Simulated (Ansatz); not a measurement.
Stepwise reaction of `[OH][Ti]([OH])([OH])[OH]` with ammonia, as a gas-phase model of exchange steps in deposition or etching. ΔE in kJ/mol; ΔG adds harmonic PBE0-D4 terms to CCSD(T)/CBS, at 1 bar.

Isolated molecules relaxed with PBE0-D4/def2-TZVP in Ansatz; ΔE leaves out vibrations. CCSD(T)/CBS is the MP2 limit (def2-TZVPP, def2-QZVPP) plus CCSD(T) − MP2 in def2-TZVPP, frozen cores. This one scheme is used for every species. Functionals use def2-TZVPP. B3LYP here is the variant with VWN-RPA as its local correlation; programs differ in this. For Ti outer-core shells are correlated without core-valence functions, which leaves a few kJ/mol of doubt a bond. Scalar relativity is left out up to krypton. Each species was taken in one conformer, which may not be the lowest.

```json
{"step": "1", "reaction": "`[OH][Ti]([OH])([OH])[OH]` + NH₃ → `[NH2][Ti]([OH])([OH])[OH]` + H₂O", "PBE-D4": "58.0", "B3LYP-D4": "58.5", "ωB97M-V": "58.7", "CCSD(T)/CBS": "52.1", "ΔG(500 K)": "47.7"}
```

(1) Give the row of step 2, `[NH2][Ti]([OH])([OH])[OH]` + NH₃ → `[NH2][Ti]([NH2])([OH])[OH]` + H₂O. (Estimate.)

(2) By hand: ΔE of the 2 steps together at CCSD(T)/CBS.

## Answers

(1) The calculation gave: 
```
step                                                                reaction  PBE-D4  B3LYP-D4  ωB97M-V  CCSD(T)/CBS  ΔG(500 K)
   2  `[NH2][Ti]([OH])([OH])[OH]` + NH₃ → `[NH2][Ti]([NH2])([OH])[OH]` + H₂O    59.2      59.6     59.8         53.3       51.6
```

(2) (52.1) + (53.3) = 105.4 kJ/mol, or 52.7 kJ/mol a step.

In ΔE the steps differ by no more than 1.2 kJ/mol. All are uphill at CCSD(T)/CBS. ΔG lies between 47.7 and 51.6 kJ/mol a step. PBE-D4 differs from CCSD(T)/CBS by 5.9 to 5.9 kJ/mol a step. Isolated molecules leave out the surface, adducts and barriers. Largest T1 diagnostic: 0.024.
